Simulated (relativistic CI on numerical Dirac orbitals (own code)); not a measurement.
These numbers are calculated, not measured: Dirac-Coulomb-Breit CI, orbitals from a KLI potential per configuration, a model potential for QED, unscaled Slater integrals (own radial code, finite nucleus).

The strongest absorption lines from the ground level of an ion, among the configurations computed and to levels below about 2520 eV (vacuum wavelength in Å, gf): 4.9373 (1), 5.3557 (0.32), 5.3817 (0.68), 5.5100 (0.63), 5.5143 (0.26), 5.5343 (0.37), 23.481 (1.6), 24.831 (0.55).

Question: Which ion is it?
A. Yb XLV
B. Hg LV
C. Re L
D. At LX

Answer: B. Hg LV has 26 electrons and the ground level 3s²3p⁶3d⁸ ³F4; the strongest line goes to 3s²3p⁵3d⁹ ³D°3. The pattern of lines fixes the number of electrons, and along that sequence the line energies rise steadily with the charge (about as its square where n changes within one kind of shell, about linearly where n is kept but much faster in heavy ions where fine structure, which grows about as Z⁴, sets the gap, and irregularly where shells cross), which fixes Z. Configurations outside the model, such as inner-shell arrays, can give stronger lines. At this charge energies of transitions that change n are usually good to better than 1 %, and those within a shell (Δn = 0) to a few per cent.

LS names give the leading component of a level, which can be under half, so a name can repeat, a term be missing and a line seem to break the LS rules.
